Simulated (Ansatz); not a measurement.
Geometry optimisation, RKS B3LYP/def2-SVP (Ansatz).

Input:

```yaml
crystal:
  periodic: [false, false, false]
  atoms:
    - { symbol: Sn, position_ang: [0.133523, 0.058414, -0.091024] }
    - { symbol: H, position_ang: [-0.194938, 0.100488, 1.607896] }
    - { symbol: O, position_ang: [2.074574, -0.277956, -0.294567] }
    - { symbol: H, position_ang: [2.279905, -0.691542, -1.146916] }
    - { symbol: Cl, position_ang: [-0.411271, 2.02423, -1.258237] }
    - { symbol: Cl, position_ang: [-0.908373, -1.761789, -1.191547] }
    - { symbol: S, position_ang: [-3.157089, 0.053411, 1.470506] }
    - { symbol: H, position_ang: [-3.092573, -1.160745, 0.868212] }
    - { symbol: H, position_ang: [-1.968458, -0.16941, 2.135877] }
basis:
  gaussian: { orbitals: def2-SVP }
hamiltonian:
  xc: b3lyp
relax:
  f_tol: 0.03
  max_steps: 50
```

Command:

```bash
$ ansatz run input.yaml --threads 4 --pin off --max-ram 5120MiB --backend cpu --events-out ev --progress --plain --runs-dir out
```

Q: Where does it end, and by what steps?

A: It converged. The force dipped under the threshold on the way, but the program's further checks kept it going. After 38 steps the energy has fallen by 0.247 eV; H8 moved furthest, 1.79 Å.

```
step  energy less start (eV)  largest force component (eV/Å)  accepted
   0                  0.0000                           0.820       yes
   2                 -0.1197                           0.284       yes
   4                 -0.1700                           0.138       yes
   6                 -0.1883                           0.285       yes
   8                 -0.1915                           0.277        no
  10                 -0.2035                           0.101       yes
  12                 -0.2059                           0.179       yes
  14                 -0.2071                           0.102       yes
  16                 -0.2088                           0.086       yes
  18                 -0.2096                           0.088       yes
  20                 -0.2104                           0.117       yes
  22                 -0.2119                           0.126       yes
  24                 -0.2133                           0.051       yes
  26                 -0.2151                           0.244       yes
  28                 -0.2210                           0.171       yes
  30                 -0.2332                           0.041       yes
  32                 -0.2367                           0.159       yes
  34                 -0.2403                           0.273       yes
  36                 -0.2469                           0.007       yes
  38                 -0.2474                           0.028       yes
```

```xyz
9
Properties=species:S:1:pos:R:3
Sn 0.383 -0.102 0.129
H 0.555 0.460 1.721
O 2.200 -0.127 -0.651
H 2.216 -0.433 -1.570
Cl -0.951 1.260 -1.275
Cl -0.474 -2.300 -0.067
S -2.986 0.023 1.853
H -3.226 0.607 0.655
H -2.961 -1.214 1.305
```

Whether the end is a true minimum wasn't checked by a vibrational analysis.

Time of the run: 88 s on 4 threads of Arm Neoverse V1, with other jobs on the host, peak memory 0.32 GiB.
